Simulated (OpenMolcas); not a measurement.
**What dynamic correlation does to the levels of Xe4+**

| Property | Result |
| --- | --- |
| Program | OpenMolcas 26.06 |
| Basis | ANO-RCC-VDZP [6s5p3d1f] |
| Scalar Hamiltonian | DKH2, point nucleus |
| Active space | 4 electrons in 4 orbitals (5s 5p) |
| State averaging | 2S+1 = 3 even, 6 roots; 2S+1 = 1 even, 12 roots kept (CI in the orbitals of an earlier block); 2S+1 = 5 odd, 1 root; 2S+1 = 3 odd, 9 roots kept (CI in the orbitals of an earlier block); 2S+1 = 1 odd, 8 roots kept (CI in the orbitals of an earlier block) |
| Spin-orbit coupling | state interaction with AMFI integrals over the reference wave functions, term energies averaged over their components |

Methods on the same reference wave functions:
A. CASSCF
B. SS-CASPT2, IPEA 0.25 Eh, imaginary shift 0.1 Eh (closed shells correlated: 4d)
C. MS-CASPT2, IPEA 0.25 Eh, imaginary shift 0.1 Eh (closed shells correlated: 4d)

Energies in cm⁻¹ above 5s² 5p² ³P₀, the measured ground level; measured values from Saloman, J. Phys. Chem. Ref. Data 33, 765 (2004).

```tsv
Level	A	B	C	Measured
5s² 5p² ³P₀	0.0	0.0	0.0	0.0
5s² 5p² ³P₁	9353	9030	9100	9292
5s² 5p² ³P₂ [72 %]	15066	14360	14450	14127
5s² 5p² ¹D₂ [72 %]	30749	29310	29490	28411
5s² 5p² ¹S₀	44458	47100	46950	44470
5s 5p³ ⁵S°₂	79724	89560	89800	92183
5s 5p³ ³D°₂	121320	115050	115290	116097
5s 5p³ ³D°₁	121425	114470	114710	115286
5s 5p³ ³D°₃	125227	118260	118500	119919
5s 5p³ ³P°₀	138334	134790	135040	133408
5s 5p³ ³P°₁	140058	135570	135810	134575
5s 5p³ ³P°₂ [65 %]	142534	137070	137310	134703
5s 5p³ ³S°₁ [71 %]	174138	153790	154040	155518
5s 5p³ ¹D°₂	174915	153320	153570	145807
5s 5p³ ¹P°₁ [73 %]	192526	172240	172480	169673
5p⁴ ³P₂	260829	242760	243060	
5p⁴ ³P₀	271974	253860	254340	
5p⁴ ³P₁	272520	255880	256300	
5p⁴ ¹D₂	282973	258590	259010	
5p⁴ ¹S₀	311989	287760	288420
```

Deviations, from unrounded energies. A percentage is the sum of absolute deviations over the sum of measured energies, with the sign that they share, or ± where signs differ.

```
                        Against measurement  Levels     A     B     C
             mean absolute deviation (cm-1)      14  8700  1900  1900
      fine structure of the ground term (%)       2  +4.3  ±2.1  ±2.2
other terms of the ground configuration (%)       2  ±3.2  +4.9  +4.9
                   other configurations (%)      10  ±9.0  ±1.7  ±1.7
```

B, C lie about equally close to measurement and A furthest from it. The largest miss of B in the table is 5s 5p³ ¹D°₂, by +7500 cm-1. The ranking rests on the paired levels alone, and a cruder setting can come out closer through cancelling errors.

Between B and C the level of the table that moves most is 5p⁴ ¹S₀, by 660 cm-1 (lowest in B, highest in C). Moves below CASPT2's spread within the term are not significant.

The two smallest mean deviations differ by little beside CASPT2's spread within terms, so their order carries little weight.

From A to B the spin-free energies of the other terms of 5s² 5p² shown, above ³P, scale by factors of 0.88 to 1.13.

The lowest spin-free term lies below A's lowest term by 0.382 hartree in B, 0.382 hartree in C.

CASPT2 breaks the degeneracy within a term, and the mean is taken; among the terms shown or strongly mixed into the levels shown the widest spread is 930 cm-1 (5s 5p³ ³D°, C). Over all roots computed the reference weight is 0.85 to 0.96 in B, 0.85 to 0.96 in C; the roots of lowest weight are the least certain, and an intruder state may touch them. Some levels mix across a computed gap that differs much from the measured one, so their mixing is not that of the real levels. Terms from blocks run as CI alone lack orbitals of their own. Terms of s pⁿ other than that of highest spin mix with s² pⁿ⁻² d, which this space lacks; all of them can be thousands of cm-1 off, and some have no real level of that name. The basis is small and was not contracted for so high a charge. Measured partners are found by configuration, term and J. A level has none where our copy of the source lacks it or the pairing is in doubt (some pairs that miss far off the trend of their configuration count as doubtful), and it then counts in no deviation. Levels of configurations outside the active space are missing.

A share in square brackets marks a mixed level and gives the weight of the term that names it, the lowest over the columns. ° marks odd parity.
